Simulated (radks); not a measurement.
The numbers below are computed, except where a source is named.
The chlorine anion Cl-, [Ar], held by a Watson sphere: a shell of charge +1.04 at radius R that stands for the Madelung well of a crystal (potential energy -1.04/R inside, -1.04/r outside, in hartree with lengths in bohr). Code: a radial shooting solver on a logarithmic mesh with Libxc functionals. Model: scalar-relativistic Kohn-Sham, LDA (Slater exchange, Perdew-Wang correlation), spin-polarised, spherical densities, point nucleus. Response by self-consistent Sternheimer equations with the Hartree and adiabatic LDA kernel, the relativistic mass of each level held fixed and spin-orbit coupling left out. The sphere does not respond.

R (bohr),e(2p) (eV),e(3s) (eV),e(3p) (eV),<r> 3p (bohr),sum of <r^2> (bohr^2),X-ray form factor at sin(theta)/lambda = 0.2 1/angstrom,alpha (bohr^3)
2.11,-189.99,-21.088,-9.376,1.881,32.97,12.198,18.02
2.16,-189.96,-20.983,-9.294,1.887,33.17,12.185,18.34
2.59,-189.63,-20.122,-8.566,1.934,34.73,12.099,21.26
3.22,-188.96,-19.022,-7.538,1.983,36.50,12.036,25.81
3.32,-188.85,-18.865,-7.385,1.989,36.73,12.030,26.54
3.8,-188.30,-18.174,-6.704,2.013,37.66,12.013,29.90
4.06,-188.01,-17.840,-6.369,2.022,38.07,12.009,31.62
4.4,-187.65,-17.439,-5.968,2.033,38.51,12.005,33.73
4.58,-187.47,-17.243,-5.770,2.037,38.71,12.004,34.78
